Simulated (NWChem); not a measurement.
LiCl; SMILES [Li][Cl]

All runs: NWChem. Coordinates come from a B3LYP/6-31G* (spherical d) optimisation. Total energies compare along this basis series because the functional is fixed.

```
level             basis functions  energy (Ha)  highest occupied level (eV)  orbital gap (eV)  dipole (D)
----------------  ---------------  -----------  ---------------------------  ----------------  ----------
B3LYP/def2-SVP                 27    -467.6626                        -6.37              4.74        6.58
B3LYP/def2-SVPD                39    -467.6795                        -6.91              5.25        7.17
B3LYP/def2-TZVP                51    -467.8317                        -6.78              5.05        7.09
B3LYP/def2-TZVPP               61    -467.8328                        -6.80              5.18        7.02
B3LYP/def2-QZVP               105    -467.8492                        -6.88              5.20        7.05
```
